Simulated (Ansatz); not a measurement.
`S=[CH][SbH2]` + HI → `[SbH2][I]` + `C=S` at 500 K and 1 bar (ligand exchange at the Sb–C bond).

Program: Ansatz. Geometries: PBE0-D4/def2-TZVP. ΔE: electronic, gas phase. CCSD(T)/CBS is the MP2 limit (def2-TZVPP, def2-QZVPP) plus CCSD(T) − MP2 in def2-TZVPP, frozen cores. This one scheme is used for every species. Elements past krypton have def2 core potentials. For I, Sb outer-core shells are correlated without core-valence functions, which leaves a few kJ/mol of doubt a bond.

| species | CCSD(T)/CBS energy (Eh) | H − E (kJ/mol) | S (J/(mol·K)) |
| --- | --- | --- | --- |
| `S=[CH][SbH2]` | -677.58851 | 108.8 | 357.6 |
| HI | -298.03592 | 28.6 | 221.6 |
| `[SbH2][I]` | -538.67582 | 60.7 | 328.0 |
| `C=S` | -436.98974 | 83.9 | 252.6 |

H − E and S are ideal-gas, rigid-rotor, harmonic terms from PBE0-D4/def2-TZVP, for one conformer and one mirror image of each species. 1 Eh = 2625.50 kJ/mol, R = 8.31446 J/(mol·K).

Problem. By hand: ΔE, ΔH, ΔS and ΔG.

Solution. ΔE = (-538.67582) + (-436.98974) − (-677.58851) − (-298.03592) = -0.04113 Eh = -108.0 kJ/mol. Δ(H − E) = 60.7 + 83.9 − 108.8 − 28.6 = 7.2, so ΔH = -100.8 kJ/mol. ΔS = 328.0 + 252.6 − 357.6 − 221.6 = 1.4 J/(mol·K). ΔG = -100.8 − 500 × (1.4)/1000 = -101.5 kJ/mol.

Problem. By hand: the equilibrium constant, and the temperature at which ΔG would vanish if ΔH and ΔS stayed fixed.

Solution. log₁₀ K = −ΔG/(RT ln 10) = 10.6. ΔH and −TΔS have one sign here, so there is no such temperature.

The number of gas molecules stays the same, so ΔS is small and ΔH decides. A doubt of 5 kJ/mol in ΔE shifts log₁₀ K by 0.5 here. Other conformers and mirror images would add mixing entropy, several J/(mol·K) or more a flexible species. These are equilibria of isolated gas molecules and say nothing of rates. Largest T1 diagnostic: 0.017 (customary marks: 0.02 for closed shells, 0.045 for open ones).

ΔS is within the doubt of such terms, so its sign, and with it that verdict, could turn.
